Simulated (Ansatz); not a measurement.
`SC1OC[SiH2]1` → `[SiH3]C1(S)CO1`  (isomerisation)

Gas-phase electronic energies from Ansatz, PBE0-D4/def2-TZVP geometries. CBS: MP2 limit from def2 TZ/QZ plus the TZ coupled-cluster correction, frozen cores. Functionals use def2-TZVPP. B3LYP here is the variant with VWN-RPA as its local correlation; programs differ in this. HSE06 is defined as in plane-wave codes. One conformer a species, not always the lowest.

Q: Is it downhill or uphill in electronic energy at CCSD(T)/CBS, and by how much? (Best estimate.)

A: The calculation gave: Uphill: ΔE = +0.27 eV.

Q: What do these levels give: revPBE-D4, B3LYP-D4, HSE06-D4, PBE, r2SCAN, RPA@PBE/def2-TZVPP, HF/def2-SVP, MP2/def2-SVP, CCSD/def2-SVP, HF/def2-TZVPP, SCS-MP2/def2-TZVPP, HF/def2-QZVPP? (Estimate.)

A: Ansatz gave: revPBE-D4 0.22, B3LYP-D4 0.27, HSE06-D4 0.28, PBE 0.25, r2SCAN 0.23, RPA@PBE/def2-TZVPP 0.22, HF/def2-SVP 0.20, MP2/def2-SVP 0.08, CCSD/def2-SVP 0.13, HF/def2-TZVPP 0.23, SCS-MP2/def2-TZVPP 0.20, HF/def2-QZVPP 0.23 eV.

Largest T1 diagnostic among the species: 0.013.

Leaving LDA and LC-ωPBE aside and taking each functional with its dispersion term where it has one, the values, not all of them listed here, spread over 0.09 eV, from B97M-V to BHLYP-D4. LDA lies +0.09 eV from PBE without D4. From BLYP to BHLYP (50 % exact exchange), in def2-TZVPP and without D4, ΔE moves by +0.06 eV. At CCSD(T), def2-SVP lies −0.16 eV from the extrapolated value and def2-TZVPP −0.03 eV.
